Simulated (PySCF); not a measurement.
C6H7NOSi.
InChI=1S/C6H7NOSi/c1-2-3-6(9,4-7)5-8/h5H,1,9H3/t6-/m1/s1

Method used: TDDFT PBE0/def2-SVPD, vertical, gas phase, core orbitals frozen in the response (PySCF). Geometry: GFN2-xTB, one conformer, isolated molecule. GFN2-xTB frequencies show an imaginary mode (40i cm⁻¹), so this geometry is no minimum at that level. Torsions of this conformer, `[CH3:1][C:2]#[C:3][C@@:4]([SiH3:5])([C:6]#[N:7])[CH:8]=[O:9]`: C3–C4–C8–O9 -169°.

Task: Predict the UV-vis stick spectrum at this level.

Result: 

```csv
state,λ (nm),E (eV),f,|μ| (D),"main configurations (H = HOMO, L = LUMO)"
S1,293.1,4.23,0.0020,0.35,"H→L (55%), H-2→L (23%), H-1→L (19%)"
S2,235.5,5.27,0.014,0.85,"H-1→L (42%), H→L (41%), H-2→L (15%)"
S3,220.0,5.64,0.0008,0.19,"H-2→L (58%), H-1→L (38%)"
S4,202.8,6.11,0.0070,0.55,H→L+2 (76%)
S5,195.5,6.34,0.046,1.38,H→L+1 (88%)
S6,188.0,6.60,0.0036,0.38,"H-3→L (26%), H-1→L+2 (17%), H-1→L+1 (14%)"
S7,186.4,6.65,0.010,0.63,"H-3→L (25%), H→L+3 (22%), H-1→L+1 (17%)"
S8,185.6,6.68,0.020,0.88,"H-3→L (43%), H-1→L+1 (40%)"
```

Triplets (Tamm–Dancoff): T1 3.63 eV, H→L (49%), H-2→L (29%), H-1→L (18%); T2 4.91 eV, H→L (43%), H-1→L (30%), H-2→L (14%); T3 5.29 eV, H-1→L+2 (24%), H→L+1 (12%), H→L+3 (12%).

The lowest singlet lies at 4.23 eV (293 nm, ultraviolet) and is very weak; its leading configuration is HOMO→LUMO (55%). The strongest level in the table is S5 at 6.34 eV (196 nm, f = 0.046). Löwdin shares by element: HOMO carbon 53% or more, oxygen 16% (atoms not listed hold the other 31%); LUMO carbon 47% or more, oxygen 31%, silicon 8%. Of the 8 states listed, 4 reach f = 0.01 and none stays under 0.0005. The oscillator strengths of these states sum to 0.103; summed over the whole spectrum of an exact calculation they would give the number of electrons, 72 (Thomas–Reiche–Kuhn). Orbital energies (eV): HOMO-3 -9.52, HOMO-2 -8.66, HOMO-1 -8.25, HOMO -7.77, LUMO -1.68, LUMO+1 -0.36, LUMO+2 -0.05. Only the lowest 8 singlets were computed, as vertical energies without vibronic structure.

Hardware: one thread of an Arm Neoverse V1, on a shared host. Cost: 1.9 min of wall time (with the writing of density and orbital grids), 0.91 GiB resident at most.
